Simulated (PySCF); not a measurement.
Method: delta-SCF UKS SCAN, pcX-2 on the ionised atom, pcseg-1 elsewhere, spin-free X2C in PySCF 2.14.0. Geometries: PBE0-D3(BJ)/def2-SVP; isolated species, one conformer each. Values against the vacuum level.

(1) Order these sites by rising C 1s binding energy.
A. C3 in `[F:1][c:2]1[cH:3][cH:4][c:5]([F:6])[cH:7][cH:8]1`
B. C7 in `[cH:1]1[cH:2][cH:3][c:4]2[c:5]([cH:6]1)[CH2:7][CH2:8]2`
C. C2 in `[CH2:1]=[CH:2][S:3](=[O:4])(=[O:5])[CH:6]=[CH2:7]`
D. C1 in `[CH3:1][C:2]([F:3])=[Se:4]`
E. C1 in `[CH3:1][CH:2]([CH3:3])[N:4]([CH3:5])[CH3:6]`

Results:

(1) E (290.28 eV), B (290.66 eV), A (290.92 eV), C (291.41 eV), D (291.79 eV).

From the lowest up, the atoms are bonded to: C and 3 H (290.28); 2 C and 2 H (290.66); 2 C (aromatic in the SMILES) and H (290.92); S, C (double bond) and H (291.41); C and 3 H (291.79).
